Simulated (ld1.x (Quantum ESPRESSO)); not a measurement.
Which change was made? (Ne, ultrasoft)

neon (Ne), ultrasoft, made with ld1.x (Quantum ESPRESSO) 7.5 (PBEsol, non-relativistic). Core [He], reference 2s2 2p5.5 (charge +0.5). Waves: 2s (bound): rcut 0.60, rcutus 0.80 bohr; 2s channel at -2.05 Ry: rcut 0.60, rcutus 0.80 bohr; 2p (bound): rcut 1.30, rcutus 1.65 bohr; 2p channel at 2.1 Ry: rcut 1.30, rcutus 1.65 bohr. Local part: all-electron potential smoothed inside 1.20 bohr (lloc = -1). Core correction: a·sin(br)/r model core inside 0.75 bohr. Augmentation charge: PSQ, radius 0.70 bohr.

Cutoffs, loose and tight: the cutoffs (Ry, on a coarse ladder) from which the occupation-weighted sum of valence levels, in a spherical-Bessel basis at the reference potential, stays within 10 and 1 mRy of its value at 400 Ry. They do not see the model core or the augmentation charge, which bear on the density cutoff. Test errors are all-electron minus pseudo excitation energies from the reference, over the configurations 2s2 2p6; 2s2 2p5; 2s2 2p4; 2s2 2p3; 2s1 2p6; 2s2 2p2; variants that change the core or the reference have their own tests. The largest error is taken over the tests solved by every variant that gives reliable tests at all, those not shown here included: 2s1 2p6; 2s2 2p4; 2s2 2p5; 2s2 2p6.

The base gives: outcome: generated; cutoff, loose: 40 Ry; cutoff, tight: 80 Ry; bound ghosts: none; largest test error (meV): -42.

After one change the result is: outcome: generated; cutoff, loose: 80 Ry; cutoff, tight: 140 Ry; bound ghosts: none; largest test error (meV): +11. Which change was it?
A. waves 2p (bound): rcut 1.30, rcutus 2.02 bohr; 2p channel at 2.1 Ry: rcut 1.30, rcutus 2.02 bohr
B. waves 2p (bound): rcut 1.30, rcutus 1.68 bohr; 2p channel at 2.1 Ry: rcut 1.30, rcutus 1.68 bohr
C. waves 2p (bound): rcut 1.18, rcutus 1.26 bohr; 2p channel at 2.1 Ry: rcut 1.18, rcutus 1.26 bohr
D. waves 2p (bound): rcut 0.96, rcutus 1.02 bohr; 2p channel at 2.1 Ry: rcut 0.96, rcutus 1.02 bohr

D. The others give: waves 2p (bound): rcut 1.30, rcutus 1.68 bohr; 2p channel at 2.1 Ry: rcut 1.30, rcutus 1.68 bohr → outcome: generated; cutoff, loose: 40 Ry; cutoff, tight: 80 Ry; bound ghosts: none; largest test error (meV): -37 | waves 2p (bound): rcut 1.30, rcutus 2.02 bohr; 2p channel at 2.1 Ry: rcut 1.30, rcutus 2.02 bohr → outcome: generated; cutoff, loose: 40 Ry; cutoff, tight: 80 Ry; bound ghosts: none; largest test error (meV): -57 | waves 2p (bound): rcut 1.18, rcutus 1.26 bohr; 2p channel at 2.1 Ry: rcut 1.18, rcutus 1.26 bohr → outcome: generated; cutoff, loose: 50 Ry; cutoff, tight: 90 Ry; bound ghosts: none; largest test error (meV): test run stopped at test 1 of 6 (negative rho).
